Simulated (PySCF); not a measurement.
## Electron correlation in Ne⁺ (neon, charge +1)

[He] 2s2 2p5, 2P determinant. Computed with PySCF 2.14 in x2c-QZVPPall with one added diffuse shell each of s, p, d, f type (8s5p4d3f1g, 73 functions), with the spin-free X2C one-electron Hamiltonian (Gaussian nucleus). Frozen: nothing; 9 electrons correlated.

```
  level  correlation energy (mhartree)
   CCSD                        -251.44
    (T)                          -3.14
CCSD(T)                        -254.58
```

Diagnostics: T1 = 0.0033, D1 = 0.0061, largest double amplitude 0.023.

Cost of the coupled-cluster step: of the order of 21 core-seconds, for 9 correlated electrons.

This basis was not built for core-valence correlation, so the inner-shell part is incomplete.
